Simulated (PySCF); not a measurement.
# Radial density of Ga²⁶⁺ (gallium, charge +26)

UHF, [He] 2s2 2p1, 2P determinant. All numbers are calculated (PySCF 2.14, the spin-free X2C one-electron Hamiltonian (Gaussian nucleus), in an even-tempered Gaussian basis (19 s from 6.5 bohr⁻², ratio 2.2; 12 p from 8.5 bohr⁻², ratio 2.2; 6 d from 35 bohr⁻², ratio 2.4; 5 f from 53 bohr⁻², ratio 2.4; 4 g from 79 bohr⁻², ratio 2.4)).

```tsv
r (bohr)	4πr²ρ (e/bohr)	4πr²(ρα − ρβ)
0.000700	0.1999	0.0000
0.00118	0.5059	0.0000
0.00198	1.259	0.0000
0.00333	3.037	0.0002
0.00561	6.958	0.0011
0.00943	14.57	0.0068
0.0159	26.13	0.0415
0.0267	35.86	0.2268
0.0449	31.38	1.0100
0.0755	15.89	3.1785
0.127	14.92	5.5573
0.214	13.29	3.5942
0.359	1.971	0.4356
0.604	0.01520	0.0032
```

Densities and radii are taken from the X2C orbitals without a picture-change correction, which distorts them close to the nucleus.

Spin-orbit coupling, absent here, splits the open shell strongly.
